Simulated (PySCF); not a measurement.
SiBrCl3, SMILES Cl[Si](Cl)(Cl)Br. Coordinates come from a PBE0-D3(BJ)/def2-SVP optimisation.

These are PySCF 2.14.0 with PBE0-D3(BJ)/def2-SVP values and carry that method's errors.

Harmonic wavenumbers (cm⁻¹): 127, 127, 184, 200, 200, 370, 567, 634, 634. Rotational constants (GHz): 1.292, 0.8692, 0.8692; symmetry number 3.

Problem. Work out the zero-point energy and the ideal-gas rigid-rotor harmonic-oscillator thermochemistry at 298.15 K and 1 atm.

Solution. ZPE = ½ Σ hcν = ½ × 3043 cm⁻¹ = 4.35 kcal/mol. H − E(el) = 9.15 kcal/mol. Entropy in cal/(mol K): translation 41.99, rotation 27.99, vibration 14.91, total 84.89. G − E(el) = -16.16 kcal/mol. Cp = 21.90 cal/(mol K). Modes under 150 cm⁻¹ make the vibrational entropy uncertain.
